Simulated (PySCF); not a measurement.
Job file and geometry (Å, from PBE0-D3(BJ)/def2-SVP) of an NMR shielding run on SMILES [GeH-]([CH3])[PH2], [CH6GeP]-, GIAO KT2/pcSseg-2 NMR shielding, non-relativistic, gas phase (PySCF 2.14.0, density-fitted response routines); density fitting, a coarse starting grid and PySCF grid level 2 are the driver's defaults:

```
{"job": {"kind": "nmr", "xc": "KT2", "basis": "pcSseg-2", "pop": false}, "charge": -1, "multiplicity": 1}
C     -1.490417     0.168637     0.241915
Ge    -0.003493    -0.559426    -0.978608
P      1.799952     0.312287     0.451960
H     -2.447551    -0.323562    -0.009171
H     -1.626940     1.250615     0.066651
H     -1.295296     0.018807     1.316979
H      0.106433    -1.977968    -0.204300
H      2.868666    -0.389557    -0.201749
H      2.084314     1.508113    -0.294836
```

**Question.** Write the output of this run.

**Answer.** 
```
coarse grid: 33840 points
cycle   1  E = -2472.1678629909  dE = -8.728e-01  |g| = 7.330e-01  |ddm| = 1.986e+00
cycle   2  E = -2471.9985988114  dE =  1.693e-01  |g| = 9.918e-01  |ddm| = 1.842e+00
cycle   3  E = -2472.2519979671  dE = -2.534e-01  |g| = 2.198e-01  |ddm| = 1.271e+00
cycle   4  E = -2472.2656002606  dE = -1.360e-02  |g| = 7.739e-02  |ddm| = 3.233e-01
cycle   5  E = -2472.2671186658  dE = -1.518e-03  |g| = 1.943e-02  |ddm| = 1.119e-01
cycle   6  E = -2472.2672405052  dE = -1.218e-04  |g| = 5.926e-03  |ddm| = 3.264e-02
cycle   7  E = -2472.2672524386  dE = -1.193e-05  |g| = 2.480e-03  |ddm| = 1.125e-02
cycle   8  E = -2472.2672544308  dE = -1.992e-06  |g| = 5.408e-04  |ddm| = 3.954e-03
final grid: 68408 points
cycle   9  E = -2472.2672378012  dE =  7.121e-08  |g| = 9.686e-04  |ddm| = 2.832e-03
cycle  10  E = -2472.2672373680  dE =  4.331e-07  |g| = 1.768e-03  |ddm| = 3.199e-03
cycle  11  E = -2472.2672380163  dE = -6.483e-07  |g| = 1.139e-04  |ddm| = 1.935e-03
cycle  12  E = -2472.2672380207  dE = -4.458e-09  |g| = 2.317e-05  |ddm| = 1.861e-04
cycle  13  E = -2472.2672380209  dE = -1.996e-10  |g| = 4.396e-06  |ddm| = 4.106e-05
converged SCF energy = -2472.2672380209

GIAO shielding tensors (ppm)
atom      isotropic    diamagn.    paramagn.     s11        s22        s33       span
  0 C      176.768     238.871     -62.103    161.108    182.631    186.565     25.457
  1 Ge    1542.494    2760.605   -1218.111   1421.100   1554.930   1651.452    230.351
  2 P      528.491     968.184    -439.693    394.000    590.052    601.422    207.422
  3 H       31.387      29.848       1.539     27.055     28.770     38.335     11.280
  4 H       31.783      30.242       1.540     28.170     29.967     37.211      9.041
  5 H       30.107      29.353       0.754     25.114     28.478     36.729     11.615
  6 H       27.259      30.089      -2.830     22.604     24.504     34.668     12.064
  7 H       29.753      30.228      -0.476     25.628     27.816     35.814     10.185
  8 H       30.481      30.219       0.263     26.359     28.452     36.632     10.273
```

**Question.** Turn these shieldings into chemical shifts. Chemical shifts δ = σref − σ; TMS for 13C (σ = 182.28 ppm) and 1H (σ = 31.18 ppm); GeMe4 for 73Ge (σ = 1331.31 ppm); 31P (σ = 313.10 ppm) vs H3PO4, all at this level.

**Answer.** Averaging equivalent atoms: C 0: 5.5; Ge 1: -211; P 2: -215.4; H 6: 3.92; H 7/8: 1.06; H 3/4/5: 0.09 ppm. Experimental scales use liquid or dissolved standards, which lie at an offset from isolated H3PO4.

Relativistic effects, spin–orbit coupling among them, are left out; they matter for Ge and for the light atoms bonded to it.

Size and cost of the density-fitted run: 226 basis functions, 21 s wall time on 1 thread of an Arm Neoverse V2, shared host.
